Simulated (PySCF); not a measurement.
C3H3BF2, SMILES C#CB(F)CF. Heavy atoms are numbered as in [CH:1]#[C:2][B:3]([F:4])[CH2:5][F:6]. Hydrogens are named by the atom that carries them.

Geometry: B3LYP-D3(BJ)/def2-SVP. This is a generated structure with no PubChem entry under its InChIKey; it may be hypothetical. One conformer was computed; it need not be the lowest.

Level of theory: PySCF with PBE0/pcSseg-1.

GIAO shieldings, no solvent; atoms alike by connectivity are averaged. δ = σ(ref) − σ: ¹³C against TMS (σ = 186.3 ppm); ¹¹B against BF3 (σ = 88.8 ppm); ¹⁹F against CFCl3 (σ = 167.2 ppm); ¹H against TMS (σ = 31.56 ppm), references at their B3LYP-D3(BJ)/def2-TZVP geometries, non-relativistic.

```json
[
 {"nucleus": "¹³C", "atoms": "C1 (CH)", "count": "1", "δ (ppm)": "112.9"},
 {"nucleus": "¹³C", "atoms": "C2", "count": "1", "δ (ppm)": "89.7"},
 {"nucleus": "¹³C", "atoms": "C5 (CH2)", "count": "1", "δ (ppm)": "82.6"},
 {"nucleus": "¹¹B", "atoms": "B3", "count": "1", "δ (ppm)": "32.9"},
 {"nucleus": "¹⁹F", "atoms": "F4", "count": "1", "δ (ppm)": "-35.7"},
 {"nucleus": "¹⁹F", "atoms": "F6", "count": "1", "δ (ppm)": "-299.6"},
 {"nucleus": "¹H", "atoms": "H on C5", "count": "2", "δ (ppm)": "4.73"},
 {"nucleus": "¹H", "atoms": "H on C1", "count": "1", "δ (ppm)": "3.53"}
]
```
